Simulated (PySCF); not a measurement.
SMILES COc1ccccc1B(O)O, singlet, GFN2-xTB optimised geometry.

```
20

C     -0.24    -2.49    -0.01
O      0.42    -1.25     0.00
C     -0.33    -0.09     0.00
C     -1.72    -0.09     0.00
C     -2.41     1.10     0.00
C     -1.73     2.31     0.00
C     -0.35     2.30     0.00
C      0.39     1.12     0.00
B      1.97     1.20     0.00
O      2.79     0.12     0.00
O      2.54     2.43     0.01
H     -0.86    -2.62     0.88
H     -0.86    -2.61    -0.90
H      0.55    -3.24    -0.01
H     -2.27    -1.02     0.00
H     -3.49     1.09     0.00
H     -2.27     3.24     0.00
H      0.20     3.23     0.00
H      2.33    -0.72    -0.01
H      3.49     2.40     0.01
```

Density from CAM-B3LYP/def2-SVP (PySCF) at that geometry.

Minimum of the electron density along straight lines between bonded atoms, close to the bond critical point (lines longer than 1.1 times the sum of covalent radii, or with two minima, are not listed):

```csv
bond,length / Å,ρ at the minimum / e bohr⁻³,∇²ρ there / e bohr⁻⁵,position (fraction from the first atom)
C1–O2,1.408,0.254,-0.33,0.34
O2–C3,1.375,0.275,-0.31,0.67
C3–C4,1.389,0.313,-0.81,0.52
C4–C5,1.385,0.313,-0.81,0.50
C5–C6,1.382,0.316,-0.83,0.51
C6–C7,1.383,0.316,-0.83,0.50
C3–C8,1.407,0.304,-0.78,0.53
C7–C8,1.392,0.309,-0.78,0.51
C8–B9,1.585,0.179,-0.19,0.68
B9–O10,1.357,0.205,1.13,0.33
B9–O11,1.354,0.207,1.15,0.33
C1–H12,1.094,0.281,-1.08,0.64
C1–H13,1.094,0.281,-1.08,0.64
C1–H14,1.089,0.285,-1.12,0.64
C4–H15,1.079,0.283,-1.07,0.63
C5–H16,1.080,0.284,-1.09,0.63
C6–H17,1.080,0.283,-1.08,0.63
C7–H18,1.079,0.287,-1.13,0.64
O10–H19,0.959,0.352,-2.60,0.82
O11–H20,0.958,0.355,-2.43,0.82
```
